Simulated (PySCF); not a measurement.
CH7ClFNSi2, SMILES CN[SiH2][Si@@H](F)Cl. Coordinates come from a PBE-D3(BJ)/def2-SVP optimisation. The structure was generated by enumeration; whether it is a known compound was not checked. Other conformers were not sampled.

Question: Give the equilibrium geometry at PBE-D3(BJ)/def2-SVP (PySCF confirms it by a frequency run) as Cartesian coordinates in Å. (An estimate is asked for; the answer gives what the named calculation found.)

Answer: Several could match; the one computed here: 
```xyz
13

C     -3.2430    -1.1105    -0.5757
N     -1.7885    -1.0841    -0.5542
Si    -0.8195     0.2639    -1.0899
Si     1.2638    -0.0017    -0.0348
F      2.3321     1.1115    -0.5947
Cl     1.0162     0.3124     2.0063
H     -3.6426    -1.7683     0.2260
H     -3.6825    -1.4524    -1.5434
H     -3.6367    -0.0916    -0.3810
H     -1.3640    -2.0142    -0.5971
H     -1.4748     1.5246    -0.5954
H     -0.6113     0.4219    -2.5845
H      1.9049    -1.3516    -0.1999
```
